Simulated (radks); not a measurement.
Results of a calculation; reference values are marked as such.
Question: Isoelectronic series with 24 electrons, all held in the configuration [Ar] 3d5 4s1, which need not be the ground one along the series. Code: a radial shooting solver on a logarithmic mesh with Libxc functionals. Model: Dirac Kohn-Sham, PBEsol, spin-unpolarised, spherical densities, finite nucleus; open shells fill j = l - 1/2 first; Fermi nuclear charge, rms radius of each element as measured or else 0.836 A^(1/3) + 0.57 fm. Total energies (hartree) and orbital eigenvalues (hartree):

| ion | E (hartree) | 3d5/2 | 3d3/2 | 4s1/2 | 3p3/2 |
|---|---|---|---|---|---|
| Cr | -1049.47105 | -0.10552 | -0.10836 | -0.14739 | -1.65195 |
| Co3+ | -1389.12016 | -1.93730 | -1.94615 | -1.28713 | -4.08669 |
| Zn6+ | -1780.86943 | -5.02798 | -5.04764 | -3.12717 | -7.79091 |
| As9+ | -2224.90201 | -9.20138 | -9.23865 | -5.59041 | -12.57799 |
| Mo18+ | -3876.14338 | -27.89695 | -28.05266 | -16.60658 | -33.16339 |
| Rh21+ | -4535.35250 | -36.15226 | -36.37924 | -21.49026 | -42.08064 |
| Cd24+ | -5250.42855 | -45.41216 | -45.73212 | -26.98895 | -52.02630 |
| Sb27+ | -6022.42134 | -55.67486 | -56.11353 | -33.11104 | -63.00345 |
| Xe30+ | -6852.49254 | -66.93936 | -67.52687 | -39.86642 | -75.01626 |

Estimate the row of Kr12+.

Answer: E (hartree) -2721.69626; 3d5/2 -14.41440; 3d3/2 -14.47840; 4s1/2 -8.65972; 3p3/2 -18.40959.
